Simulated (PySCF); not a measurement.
A structure optimised at PBE0-D3(BJ)/def2-SVP, used in a PySCF frequency run:

```
C
H 1 1.1070
H 1 1.1080 2 108.05
O 1 1.4095 2 111.25 3 123.42
H 4 0.9610 1 109.14 2 -46.47
C 1 1.5124 2 108.90 3 -119.79
O 6 1.3965 1 110.82 2 -62.36
H 7 0.9665 6 105.02 1 -47.06
H 6 1.1018 7 108.37 8 -167.68
H 6 1.1101 9 107.27 7 120.98
```

### Question
Write its SMILES and formula.

### Answer
OCCO, C2H6O2

### Question
What are its rotational constants (standard atomic weights)?

### Answer
15.311, 5.8611, 4.7662 GHz
